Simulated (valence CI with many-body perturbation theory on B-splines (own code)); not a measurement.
Ho54+: electric-dipole lines

Method: configuration interaction combined with many-body perturbation theory (CI+MBPT): three valence electrons over a frozen Dirac-Fock core [Ne], a basis of 11 s, 11 p, 9 d, 7 f, 5 g, 2 h, 1 i functions for each j, with the one-electron correlation potential Σ1 (screened to all orders), the two-electron term Σ2, the three-electron term Σ3, Breit, model QED; selected single and double excitations, second order for the rest (own B-spline code, finite nucleus).

No measured spectrum was set against this ion. As an estimate, large intervals hold to a few tenths of a per cent, small ones and those within an open d or f shell to about a per cent.

Lines 101 to 150 of 257 in falling wavelength, among levels below 1063.5 eV, chosen from the strongest by gf and those to the six lowest levels. Wavelengths and rates use the calculated energies. Electric multipoles are in the length gauge, E1 and E2 with the static RPA response of the core. Weak lines are less certain than strong ones. Lines between different terms over intervals too small for the method are left out, as are lines whose strength nearly cancels. The highest levels of a list are the least certain.

Levels are named by their leading jj configuration (3d3/2^4 stands for four electrons in 3d with j = 3/2), which in mixed levels can hold well under half, so a name can repeat and another be missing. Letters in brackets count levels of one name in rising energy.

| λ vac (nm) | Upper | Lower | A (s⁻¹) | S (a.u.) |
| --- | --- | --- | --- | --- |
| 3.449 | (3s 3p3/2 3d5/2) J=7/2 [a] | (3s^2 3d5/2) J=5/2 | 8.90e+10 | 1.44e-02 |
| 3.447 | (3p1/2 3p3/2 3d5/2) J=7/2 [a] | (3s 3p1/2 3d5/2) J=7/2 | 5.15e+10 | 8.33e-03 |
| 3.429 | (3s 3p3/2 3d5/2) J=3/2 [a] | (3s^2 3d5/2) J=5/2 | 1.18e+11 | 9.42e-03 |
| 3.423 | (3p1/2 3p3/2 3d5/2) J=5/2 [a] | (3s 3p1/2 3d5/2) J=5/2 [b] | 1.94e+11 | 2.30e-02 |
| 3.418 | (3p1/2 3p3/2^2) J=5/2 | (3s 3p1/2 3p3/2) J=3/2 [b] | 3.92e+11 | 4.63e-02 |
| 3.390 | (3p1/2 3p3/2 3d3/2) J=5/2 [a] | (3s 3p1/2 3d3/2) J=5/2 | 1.75e+11 | 2.02e-02 |
| 3.380 | (3p1/2 3p3/2^2) J=3/2 | (3s 3p1/2 3p3/2) J=3/2 [b] | 1.61e+11 | 1.23e-02 |
| 3.376 | (3p1/2 3p3/2 3d5/2) J=9/2 | (3s 3p1/2 3d5/2) J=7/2 | 3.67e+11 | 6.97e-02 |
| 3.372 | (3s 3d3/2^2) J=5/2 | (3s 3p1/2 3d5/2) J=5/2 [b] | 1.53e+11 | 1.74e-02 |
| 3.354 | (3s 3p3/2 3d3/2) J=3/2 [b] | (3s^2 3d3/2) J=3/2 | 4.89e+11 | 3.64e-02 |
| 3.341 | (3p1/2 3p3/2 3d5/2) J=7/2 [a] | (3s 3p1/2 3d5/2) J=5/2 [a] | 5.67e+11 | 8.35e-02 |
| 3.336 | (3p1/2 3p3/2 3d5/2) J=5/2 [a] | (3s 3p1/2 3d5/2) J=7/2 | 1.09e+11 | 1.20e-02 |
| 3.332 | (3p1/2 3p3/2 3d3/2) J=3/2 [b] | (3s 3p1/2 3d3/2) J=3/2 [b] | 1.11e+11 | 8.08e-03 |
| 3.327 | (3p1/2 3p3/2 3d3/2) J=3/2 [a] | (3s 3p1/2 3d3/2) J=5/2 | 1.97e+11 | 1.43e-02 |
| 3.323 | (3p1/2 3p3/2 3d3/2) J=5/2 [b] | (3s 3p1/2 3d3/2) J=3/2 [b] | 5.39e+11 | 5.86e-02 |
| 3.322 | (3p3/2^3) J=3/2 | (3s 3p3/2^2) J=3/2 | 1.74e+12 | 1.26e-01 |
| 3.319 | (3p1/2 3p3/2 3d5/2) J=5/2 [b] | (3s 3p1/2 3d5/2) J=3/2 | 1.41e+11 | 1.53e-02 |
| 3.302 | (3p1/2 3p3/2 3d5/2) J=7/2 [b] | (3s 3p1/2 3d5/2) J=5/2 [b] | 1.10e+11 | 1.56e-02 |
| 3.300 | (3s 3p3/2 3d5/2) J=7/2 [b] | (3s^2 3d5/2) J=5/2 | 8.52e+11 | 1.21e-01 |
| 3.293 | (3p1/2 3p3/2 3d3/2) J=3/2 [b] | (3s 3p1/2 3d3/2) J=1/2 | 1.32e+11 | 9.29e-03 |
| 3.288 | (3p1/2 3p3/2 3d3/2) J=5/2 [a] | (3s 3p1/2 3d3/2) J=3/2 [a] | 1.71e+11 | 1.80e-02 |
| 3.284 | (3p1/2^2 3p3/2) J=3/2 | (3s 3p1/2^2) J=1/2 | 1.87e+11 | 1.31e-02 |
| 3.277 | (3p1/2 3p3/2 3d3/2) J=7/2 | (3s 3p1/2 3d3/2) J=5/2 | 6.23e+11 | 8.66e-02 |
| 3.273 | (3s 3p1/2 3p3/2) J=3/2 [b] | (3s^2 3p1/2) J=1/2 | 3.72e+11 | 2.57e-02 |
| 3.269 | (3p3/2^3) J=3/2 | (3s 3p3/2^2) J=1/2 | 4.43e+11 | 3.06e-02 |
| 3.257 | (3p1/2 3p3/2 3d3/2) J=1/2 [b] | (3s 3p1/2 3d3/2) J=1/2 | 3.37e+11 | 1.15e-02 |
| 3.255 | (3p1/2 3p3/2^2) J=1/2 | (3s 3p1/2 3p3/2) J=3/2 [b] | 8.29e+11 | 2.82e-02 |
| 3.250 | (3p1/2 3p3/2 3d5/2) J=3/2 [a] | (3s 3p1/2 3d5/2) J=5/2 [a] | 2.03e+11 | 1.38e-02 |
| 3.244 | (3p1/2 3p3/2^2) J=5/2 | (3s 3p1/2 3p3/2) J=5/2 | 2.14e+11 | 2.16e-02 |
| 3.240 | (3p1/2 3p3/2 3d5/2) J=1/2 | (3s 3p1/2 3d5/2) J=3/2 | 2.44e+11 | 8.19e-03 |
| 3.235 | (3s 3p3/2 3d3/2) J=5/2 [b] | (3s^2 3d3/2) J=3/2 | 1.73e+12 | 1.74e-01 |
| 3.228 | (3p1/2 3p3/2 3d3/2) J=3/2 [a] | (3s 3p1/2 3d3/2) J=3/2 [a] | 3.44e+11 | 2.28e-02 |
| 3.221 | (3p1/2 3p3/2 3d5/2) J=7/2 [b] | (3s 3p1/2 3d5/2) J=7/2 | 1.48e+11 | 1.96e-02 |
| 3.211 | (3p1/2 3p3/2^2) J=3/2 | (3s 3p1/2 3p3/2) J=5/2 | 1.22e+11 | 7.97e-03 |
| 3.208 | (3p1/2 3p3/2 3d3/2) J=1/2 [a] | (3s 3p1/2 3d3/2) J=3/2 [a] | 7.19e+11 | 2.34e-02 |
| 3.201 | (3s 3p3/2 3d3/2) J=1/2 [b] | (3s^2 3d3/2) J=3/2 | 1.45e+12 | 4.69e-02 |
| 3.199 | (3s 3p1/2 3p3/2) J=1/2 | (3s^2 3p1/2) J=1/2 | 1.26e+12 | 4.08e-02 |
| 3.196 | (3s 3p3/2^2) J=1/2 | (3s^2 3p3/2) J=3/2 | 9.08e+11 | 2.93e-02 |
| 3.180 | (3p1/2 3p3/2 3d5/2) J=3/2 [b] | (3s 3p1/2 3d5/2) J=5/2 [b] | 5.43e+11 | 3.45e-02 |
| 3.173 | (3p1/2 3p3/2 3d3/2) J=5/2 [a] | (3p1/2^2 3p3/2) J=3/2 | 1.11e+11 | 1.05e-02 |
| 3.170 | (3s 3p1/2 3d3/2) J=3/2 [a] | (3s 3p1/2^2) J=1/2 | 1.07e+11 | 6.74e-03 |
| 3.150 | (3s 3p3/2 3d5/2) J=3/2 [b] | (3s^2 3d5/2) J=5/2 | 1.14e+12 | 7.02e-02 |
| 3.147 | (3s 3p3/2^2) J=3/2 | (3s^2 3p3/2) J=3/2 | 1.85e+12 | 1.14e-01 |
| 3.145 | (3s 3p3/2 3d3/2) J=3/2 [a] | (3s 3p1/2 3p3/2) J=3/2 [b] | 1.28e+10 | 7.88e-04 |
| 3.134 | (3s 3p3/2 3d3/2) J=1/2 [a] | (3s 3p1/2 3p3/2) J=3/2 [b] | 8.14e+10 | 2.47e-03 |
| 3.132 | (3s 3p3/2 3d5/2) J=5/2 [b] | (3s^2 3d5/2) J=5/2 | 9.68e+11 | 8.81e-02 |
| 3.128 | (3p1/2 3p3/2 3d5/2) J=7/2 [b] | (3s 3p1/2 3d5/2) J=5/2 [a] | 6.74e+10 | 8.15e-03 |
| 3.126 | (3s 3p3/2 3d3/2) J=5/2 [a] | (3s 3p1/2 3p3/2) J=3/2 [b] | 9.85e+10 | 8.91e-03 |
| 3.118 | (3p1/2 3p3/2 3d3/2) J=3/2 [a] | (3p1/2^2 3p3/2) J=3/2 | 2.54e+11 | 1.52e-02 |
| 3.116 | (3p1/2 3p3/2^2) J=5/2 | (3s 3p1/2 3p3/2) J=3/2 [a] | 3.09e+10 | 2.77e-03 |
